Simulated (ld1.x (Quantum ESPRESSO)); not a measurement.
Results of a calculation; reference values are marked as such.
**Hardness and transferability of assorted potentials**

Generated with ld1.x 7.5 (TM, RRKJ, ultrasoft, PAW), atompaw 4.2 or ONCVPSP 4.0.1. The cutoff is in Ry: for ld1.x and atompaw files where the sum of valence levels is converged to 10 mRy in a Bessel basis, for ONCV files where the hardest occupied wave has 1 mHa per electron of residual kinetic energy. The error is the largest all-electron minus pseudo excitation energy over each file’s own four to seven test configurations (ionisations up to +4, promotions, holes and added fractions of an electron), all of which were solved. The labels leave out finer settings (local radius, basis sizes, second energies), which also bear on the numbers. Spin-polarised tests are not counted. The rows are a selection from randomly drawn settings: files with unsolved tests, undetermined cutoffs or missed reference levels are left out.

```csv
element,potential,cutoff (Ry),largest error (meV),bound ghosts
Be,"TM, LDA (PZ), scalar-relativistic, rc 1.80/4.20/3.20 (spd), local s, core correction yes, reference 2s2 2p0",10,-185,none
B,"ultrasoft, PBEsol, non-relativistic, rc 1.25/2.10 (sp), local smoothed, core correction no, reference 2s2 2p1",18,+63,none
B,"TM, PBE, non-relativistic, rc 1.30/2.45/2.40 (spd), local s, core correction no, reference 2s1 2p0",21,+442,none
F,"ultrasoft, LDA (PZ), scalar-relativistic, rc 0.55/1.55/1.40 (spd), local smoothed, core correction no, reference 2s1.5 2p5.5",120,+309,none
P,"TM, PW91, non-relativistic, rc 1.10/1.90 (sp), local smoothed, core correction no, reference 3s2 3p0",70,+337,none
Zr,"TM, PBEsol, non-relativistic, rc 3.10/3.60/2.90 (spd), local p, core correction yes, reference 4d2 5s2 5p0",21,-325,none
I,"TM, PBE, scalar-relativistic, rc 1.60/1.60/1.30 (spd), local s, core correction no, reference 4d10 5s1.75 5p5.25",110,-337,none
```

(1) Fill in the row for Pd: TM semilocal, LDA (PZ), scalar-relativistic, rc 2.45/1.20/1.55 (spd), local d, core correction no, reference 4p6 4d8 5s0 5p0.

## Answers

(1) cutoff 110 Ry, largest error -33 meV, bound ghosts: none.
